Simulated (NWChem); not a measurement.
C2H4ClFSi; SMILES F[SiH2]/C=C\Cl

```xyz
9

F     -0.0318     2.7425     0.0000
Si     0.4791     1.1961     0.0000
C     -1.0552     0.1335     0.0000
C     -1.0366    -1.1994     0.0000
Cl     0.4414    -2.1042     0.0000
H      1.2951     0.9840     1.2263
H      1.2951     0.9840    -1.2263
H     -2.0425     0.6109     0.0000
H     -1.9222    -1.8413     0.0000
```
Atoms are numbered in this order, from 1.

Program: NWChem. Medium grid unless said otherwise, to which SCAN and Minnesota functionals are sensitive. The geometry was optimised at PBE0/def2-SVP. Total energies of different functionals are on different scales.

```csv
level,energy (Ha),highest occupied level (eV),orbital gap (eV),dipole (D)
PBE/def2-TZVP,-927.7527,-6.73,4.69,1.60
B3LYP/def2-TZVP,-928.3328,-7.66,6.36,1.63
M06-2X/def2-TZVP,-928.1878,-9.09,8.88,1.59
r2SCAN/def2-TZVP,-928.1477,-6.97,5.08,1.64
TPSSh/def2-TZVP,-928.3299,-7.23,5.72,1.60
PBE0/def2-TZVP,-927.8255,-7.90,6.79,1.64
```
